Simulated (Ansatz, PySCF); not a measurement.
Noncovalent pair: CH4 (SMILES C) (first 5 atoms) with CH6Si (SMILES C[SiH3]); geometry from B3LYP-D3(BJ)/def2-TZVP, rigid monomers moved along the line of their centres of mass till C1···Si7 is 5.44 Å.
(charge 0, multiplicity 1):
```xyz
13

C     -0.0819     0.0014    -0.3131
H     -1.0374    -0.0953     0.2006
H      0.3018     1.0128    -0.1849
H      0.6276    -0.7111     0.1046
H     -0.2193    -0.2010    -1.3743
C     -0.1201     1.2715     4.9735
Si     0.2223    -0.5688     5.0926
H     -0.2427     1.5768     3.9336
H      0.7015     1.8483     5.4019
H     -1.0324     1.5316     5.5134
H     -0.8934    -1.3494     4.5052
H      0.3792    -0.9771     6.5105
H      1.4681    -0.9193     4.3687
```

Counterpoise-corrected where a basis set is named; no monomer relaxation.

Cores are frozen in the correlated methods.

Codes used: Ansatz (Gaussian basis) for Hartree–Fock, density functionals and correlated methods; PySCF for the dispersion terms. Each number belongs to the level named beside it.

PBE/def2-TZVPPD gives -0.09 kcal/mol for the interaction energy.

Problem. How do the other levels lie against it? Give each less PBE: PBE-D3(BJ)/def2-TZVPPD, r2SCAN/def2-TZVPPD, B3LYP/def2-TZVPPD, wB97M-V/def2-TZVPPD, MP2/aug-cc-pV(D+d)Z, CCSD(T)/aug-cc-pV(D+d)Z.

Solution. PBE-D3(BJ)/def2-TZVPPD -0.21; r2SCAN/def2-TZVPPD 0.02; B3LYP/def2-TZVPPD 0.15; wB97M-V/def2-TZVPPD -0.14; MP2/aug-cc-pV(D+d)Z -0.11; CCSD(T)/aug-cc-pV(D+d)Z -0.12 kcal/mol. 2 of 6 lie above PBE; the widest gap is to PBE-D3(BJ)/def2-TZVPPD.

Ansatz is a program for electronic structure.
